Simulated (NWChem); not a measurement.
System: CH9NSi2; SMILES NC[SiH2][SiH3]

```xyz
13

N      0.0715     2.7227    -0.0292
C      0.6716     1.4017     0.0253
Si    -0.6780     0.0650     0.0669
Si     0.2522    -2.0919    -0.0322
H     -0.4092     2.8638    -0.9152
H      0.7799     3.4514     0.0345
H      1.2342     1.2976     0.9699
H      1.3972     1.1650    -0.7840
H     -1.5821     0.2473    -1.1158
H     -1.5070     0.1984     1.3043
H      1.1744    -2.3230     1.1245
H      1.0382    -2.2702    -1.2942
H     -0.8199    -3.1346     0.0055
```
Atoms are numbered in this order, from 1.

Program: NWChem. Pople sets run with spherical d functions. All runs use the structure optimised with PBE0/def2-SVP. Not confirmed as a minimum by frequencies. Level: PBE0/6-31+G*; the question gives the wavelength of the field.

Task: Predict the results for field 1065 nm. Quantities: isotropic polarisability (bohr³); anisotropy (bohr³).

Result: 
```
Item                              Result
--------------------------------  ------
isotropic polarisability (bohr³)    76.6
anisotropy (bohr³)                  25.4
```
